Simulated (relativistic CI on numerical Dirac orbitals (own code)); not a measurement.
Ir¹⁵⁺: sensitivity of the levels to the model

Base calculation: Dirac-Coulomb-Breit CI, orbitals from a KLI potential per configuration, a model potential for QED, unscaled Slater integrals.

CI space (outside the closed core [Kr] 4d10): 4f14.5s2, 4f14.5s.5p, 4f13.5s2.5p, 4f14.5s.5d, 4f13.5s2.5d, 4f14.5s.5f, 4f14.5p.5d, 4f14.5s.5g, 4f14.5p2, 4f13.5p3, 4f13.5p2.5d, 4f14.5d2, 4f13.5p.5d2, 4f13.5d3. Double excitations out of closed p, d and f shells are left out; levels of such configurations are missing from the list, as are those of other unlisted configurations, and high levels can miss mixing partners.

Variants: (1) P86 correlation estimate; (2) QED terms removed. Shifts of the energy above 4f14.5s2 1S_0, in cm⁻¹, for the lowest level and the first level of each name with at least 55 % of one term (blank where a level changes its place among those of its configuration and J or its character, or is not in the variant):

```
            Level    Base   Δ(1)   Δ(2)
    4f14.5s2 1S_0       0      0      0
 4f13.5s2.5p 3D_3  207708  +5837   -429
 4f13.5s2.5p 3G_3  232879  +5837   -526
 4f14.5s.5p 3P°_0  264349  +1547  +2161
 4f14.5s.5p 3P°_1  285720  +1552  +2157
 4f13.5s2.5p 3G_5  359116  +5845   -555
 4f13.5s2.5p 3D_1  376403  +5844   -653
 4f13.5s2.5p 3F_4  376431  +5845   -555
 4f14.5s.5p 3P°_2  417840  +1550  +2022
 4f14.5s.5p 1P°_1  482673  +1589  +2039
    4f14.5p2 3P_0  620331  +2944  +4354
    4f14.5p2 3P_1  750044  +2960  +4236
    4f14.5p2 1D_2  753278  +3022  +4125
4f13.5s2.5d 3P°_2  855583  +8207   -206
```

At this charge transitions that keep the count of f electrons are usually good to a few per cent. Levels and lines within the n = 5 or 6 shells can be off by up to 10 % or somewhat more, and those that change n by about 2 %, since core polarisation is missing. Levels that differ in their count of f electrons can be misplaced by several ten thousand cm⁻¹, since the correlation energy of f electrons is missing or only estimated; rates across such gaps can be off by orders of magnitude.

Ionisation energy from one configuration of each of the two ions, the ground ones as tabulated or assumed: base 371.882 eV; P86 correlation estimate 373.832 eV. The NIST ASD value (theoretical) is 356 ± 17 eV.

LS names give the leading component of a level, which can be under half, so a name can repeat, a term be missing and a line seem to break the LS rules.
